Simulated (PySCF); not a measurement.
# Assignment exercise: C₆H₆FNO₂

Geometry:
```csv
atom,x (Å),y (Å),z (Å)
N1,1.550,-1.480,-2.528
C2,1.433,-0.850,-1.584
C3,1.318,-0.098,-0.349
O4,1.665,-0.888,0.797
C5,0.330,-0.861,1.299
C6,-0.106,0.104,0.198
C7,-0.688,1.482,0.522
O8,-1.914,1.132,-0.137
C9,-1.396,-0.074,-0.612
F10,-1.199,-0.031,-1.963
H11,1.924,0.814,-0.420
H12,0.286,-0.471,2.319
H13,-0.142,-1.848,1.254
H14,-0.192,2.323,0.028
H15,-0.846,1.700,1.580
H16,-2.030,-0.947,-0.414
```

- GFN2-xTB structure
- shieldings: GIAO PBE0/pcSseg-1
- program: PySCF
- in vacuum, relativity neglected, a single conformation

δ = σ(ref) − σ, references computed at the same level: ¹³C (186.93 ppm) and ¹H (31.72 ppm) against TMS.

**Question.** Assign these signals to the numbered atoms. ¹³C{¹H} NMR (computed): δ 119.7 (CH), 119.4 (C), 80.5 (CH2), 78.8 (CH2), 71.3 (CH), 50.8 (C).

**Answer.** 
| δ (ppm) | atoms | environment | reason |
| --- | --- | --- | --- |
| 119.7 | C9 | sp3 CH bonded to F and O | 2 electronegative neighbours deshield it |
| 119.4 | C2 | nitrile carbon | this is the usual window of a C≡N carbon, which has no attached hydrogen |
| 80.5 | C7 | sp3 CH2 bonded to O | deshielded by the electronegative neighbour |
| 78.8 | C5 | sp3 CH2 bonded to O | – |
| 71.3 | C3 | sp3 CH bonded to O, α to a nitrile | pulled downfield by the heteroatom |
| 50.8 | C6 | quaternary sp3 carbon in a ring | aliphatic region, no heteroatom directly attached |

C9 and C2; C7 and C5 lie closer than the usual error of such a calculation, so a measured spectrum could show them in the other order.

**Question.** Assign these signals to the numbered atoms. ¹H NMR (500 MHz, computed): δ 6.08 (m, 1H), 5.17 (m, 1H), 5.09 (m, 1H), 4.89 (s, 1H), 4.79 (m, 1H), 4.79 (m, 1H).

**Answer.** 
6.08 → H16, hydrogen on an sp3 CH bonded to F and O: its carbon carries F and O, hence the downfield position
5.17 → H13, hydrogen on an sp3 CH2 bonded to O: its carbon carries O, which withdraws density
5.09 → H14, hydrogen on an sp3 CH2 bonded to O
4.89 → H11, hydrogen on an sp3 CH bonded to O, α to a nitrile: its carbon carries O, hence the downfield position
4.79 → H15, hydrogen on an sp3 CH2 bonded to O: its carbon carries O, hence the downfield position
4.79 → H12, hydrogen on an sp3 CH2 bonded to O

H13 and H14; H11 and H15; H15 and H12 lie closer than the usual error of such a calculation, so a measured spectrum could show them in the other order.

Splittings by ¹⁹F in the carbon and heteronuclear signals aren't shown, as no couplings were computed. Shifts are as computed. Against solution values, carbons near 30 ppm lie about +3 ppm off and those near 130 ppm about +5 ppm. Of 1211 compounds with measured shifts, 218 miss one by over three times the rms of a fit or turn the order of signals round; such compounds aren't used in these exercises. Multiplicities follow the n + 1 count of equivalent neighbours, as no J values were calculated; m marks all less simple cases, F and P coupling included.
